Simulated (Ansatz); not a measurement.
C4H6Si can be A, `C=CC1=C[SiH2]1`, or B, `C1=C[SiH2]C=C1`.

Gas-phase electronic energies from Ansatz, PBE0-D4/def2-TZVP geometries. CCSD(T)/CBS adds triple-zeta CCSD(T) − MP2 to the extrapolated MP2 energy (def2 sets, frozen cores). Functionals use def2-TZVPP. One conformer a species, not always the lowest.

Which isomer does CCSD(T)/CBS put lower? Give the gap. (Estimate.)

Computed: B, by 34.6 kcal/mol.

Give E(B) − E(A) in kcal/mol with CCSD(T)/def2-SVP, ωB97M-V, MP2/def2-TZVPP, B2PLYP, LDA (SPW92), CCSD/def2-TZVPP, HF/def2-TZVPP. (Best estimate.)

Ansatz gave: CCSD(T)/def2-SVP -33.5, ωB97M-V -33.8, MP2/def2-TZVPP -34.2, B2PLYP -32.8, LDA (SPW92) -34.1, CCSD/def2-TZVPP -34.5, HF/def2-TZVPP -33.8. None reverses the order clearly.

Does the order hold for the free energy at 298.15 K (harmonic terms from PBE0-D4)? (An estimate is asked.)

Ansatz gave: Yes: G(B) − G(A) = -32.3 kcal/mol, for one conformer each.

Largest T1 diagnostic: 0.013.

At CCSD(T), def2-SVP lies +1.0 kcal/mol from the extrapolated value and def2-TZVPP +0.1 kcal/mol. Leaving LDA and LC-ωPBE aside and taking each functional with its dispersion term where it has one, the values, not all of them listed here, spread over 4.2 kcal/mol, from PBE-QIDH to B97M-V. LDA lies −3.0 kcal/mol from PBE without D4.
